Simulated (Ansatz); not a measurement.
Ideal-gas functions of AlFH₂S₂ (`[F][Al]([SH])[SH]`) at 400 K and 1 bar, from an Ansatz frequency run at PBE0-D4/def2-TZVP.

Molar mass 112.13 g/mol, point group C2v (symmetry number 2), electronic degeneracy 1, moments of inertia 111.783, 241.721, 353.504 u Å². Harmonic wavenumbers (cm⁻¹, unscaled): 121, 185, 186, 214, 269, 400, 591, 626, 669, 868, 2703, 2703.

Use S(trans) = R[1.5 ln M + 2.5 ln T − 1.1517]; rotational temperatures θ = 24.2544 K / I; S(rot) = R[ln(√π/σ · √(T³/θAθBθC)) + 1.5]; for each mode x = 1.438777 ν̃/T, S = R[x/(eˣ − 1) − ln(1 − e⁻ˣ)] and H = RT x/(eˣ − 1); 1 cm⁻¹ = 0.0119627 kJ/mol; R = 8.31446 J/(mol·K).

Q: By hand: the entropy, in J/(mol·K).

A: Translation 173.8. Rotation: θ = 0.217, 0.1003, 0.0686 K, giving 113.2. Vibration, mode by mode: 15.30, 11.85, 11.81, 10.69, 8.91, 5.97, 3.45, 3.13, 2.77, 1.57, 0.01, 0.01, in all 75.5. Electronic 0.0. Sum 362.5 J/(mol·K).

Q: By hand: H − E and G − E in kJ/mol, counted from the electronic energy.

A: Zero-point energy ½ × 9535 × 0.0119627 = 57.0; thermal vibration 16.1; translation, rotation and pV give 4 RT = 13.3. H − E = 86.4 kJ/mol, and G − E = 86.4 − 400 × 362.5/1000 = -58.6 kJ/mol.

Vibration gives 21 % of the entropy, 15.3 J/(mol·K) of it from the mode under 150 cm⁻¹: soft modes count most, and the harmonic formula is weakest for them. The sum counts one conformer and one mirror image; others add a mixing term.
